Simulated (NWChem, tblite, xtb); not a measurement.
**How methods differ on C2H6OSi (SMILES C=C[SiH2]O)**

C2H6OSi has 10 atoms, charge 0, and is taken as a singlet. As SMILES, `C=C[SiH2]O`. The shape is that of a PBE0-D4/def2-TZVP optimisation. This is one conformer, not always the lowest.

```xyz
10

C     0.4694    1.3392   -0.8188
C     0.2214    0.8662    0.3997
Si   -0.4624   -0.8342    0.7007
O    -0.5446   -1.7046   -0.6977
H     0.2693    0.7472   -1.7078
H     0.8735    2.3337   -0.9858
H     0.4351    1.5067    1.2553
H     0.3933   -1.5209    1.7108
H    -1.8525   -0.7657    1.2146
H     0.2807   -2.0190   -1.0681
```

Each level gives the dipole moment (D). The values are calculated.

```csv
level,kind,program,value (D),CPU time
IPEA1-xTB,semi-empirical,tblite,2.32,under 2 s
GFN2-xTB,semi-empirical,xtb,1.55,under 2 s
GFN0-xTB,semi-empirical,xtb,2.12,under 2 s
GFN1-xTB,semi-empirical,xtb,2.46,under 2 s
HF/STO-3G,Hartree–Fock,NWChem,1.28,2.4 s
HF/3-21G,Hartree–Fock,NWChem,2.17,2.5 s
HF/def2-SVP,Hartree–Fock,NWChem,1.83,13 s
HF/pcseg-1,Hartree–Fock,NWChem,1.87,18 s
BP86/6-31G* (spherical functions),GGA,NWChem,1.69,40 s
B3LYP/6-31G* (spherical functions),global hybrid,NWChem,1.73,29 s
```

The values span 1.28 to 2.46 D. Magnitudes only. Sets without polarisation functions give poor dipoles. Without the sets that lack polarisation functions the rows with a basis span only 1.69 to 1.87 D. CPU times are rough (shared hosts, several kinds of processor and program).
